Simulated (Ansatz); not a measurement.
Consider the redistribution: `[Na][I]` + `[OH][SnH2][Cl]` → `[OH][Na]` + `[Cl][SnH2][I]`.

Isolated molecules relaxed with PBE0-D4/def2-TZVP in Ansatz; ΔE leaves out vibrations. CCSD(T)/CBS is the MP2 limit (def2-TZVPP, def2-QZVPP) plus CCSD(T) − MP2 in def2-TZVPP, frozen cores. Functionals use def2-TZVPP. Elements past krypton have def2 core potentials. For I, Na, Sn outer-core shells are correlated without core-valence functions, which leaves a few kJ/mol of doubt a bond. One conformer a species, not always the lowest.

CCSD(T)/CBS gives +21.3 kcal/mol.

**Question.** Another level gave +22.9 kcal/mol. Which?
A. CCSD(T)/def2-TZVPP
B. BHLYP/def2-TZVPP
C. BLYP-D4/def2-TZVPP
D. revPBE/def2-TZVPP

**Answer.** D. revPBE 22.9, CCSD(T)/def2-TZVPP 24.8, BLYP-D4 21.0, BHLYP 26.2 kcal/mol.

**Question.** What do rigid-rotor, harmonic-oscillator terms from PBE0-D4/def2-TZVP frequencies (298.15 K, 1 bar) make of the CCSD(T)/CBS value? (Best estimate.)

**Answer.** The calculation gave: ΔZPE = -1.1 kcal/mol, ΔH = +20.6 kcal/mol, ΔS = 6 J/(mol·K), ΔG = +20.2 kcal/mol.

Largest T1 diagnostic among the species: 0.013.

From r2SCAN to r2SCAN0 (25 % exact exchange), in def2-TZVPP and without D4, ΔE moves by +1.0 kcal/mol. Leaving LDA and LC-ωPBE aside and taking each functional with its dispersion term where it has one, the values, not all of them listed here, spread over 4.2 kcal/mol, from BLYP-D4 to B97M-V.
